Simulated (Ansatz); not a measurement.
Reaction (hydrogenolysis of the Al–O bond): `C[CH](C)[Al]([OH])[OH]` + H₂ → `C[CH](C)[AlH][OH]` + H₂O

Program: Ansatz. Geometries: PBE0-D4/def2-TZVP. ΔE: electronic, gas phase. CBS: MP2 limit from def2 TZ/QZ plus the TZ coupled-cluster correction, frozen cores. This one scheme is used for every species. Functionals use def2-TZVPP. Each species was taken in one conformer, which may not be the lowest.

```
             level  ΔE (kcal/mol)
            PBE-D4           27.8
           PBE0-D4           27.2
           ωB97X-V           28.4
            B2PLYP           29.4
              PBE0           26.6
SCS-MP2/def2-TZVPP           29.7
     MP2/CBS(def2)           30.6
    CCSD/CBS(def2)           28.3
```

**Question.** What does CCSD(T)/CBS give? (Best estimate.)

**Answer.** Computed: +28.9 kcal/mol. The listed levels differ from it by -1.1, -1.7, -0.5, 0.5, -2.3, 0.8, 1.7, -0.6 kcal/mol.

Largest T1 diagnostic among the species: 0.011.

The D4 term adds +1.1 kcal/mol with B3LYP and +0.6 kcal/mol with PBE0; it sums over pairs of atoms, weighted by their polarisabilities, and B3LYP, whose exchange is more repulsive, gets the larger term. In def2-TZVPP, CCSD(T) changes the Hartree–Fock value by +2.6 kcal/mol (the triples alone add +0.6 kcal/mol) and MP2 by +4.4 kcal/mol.

B3LYP here is the variant with VWN-RPA as its local correlation; programs differ in this.
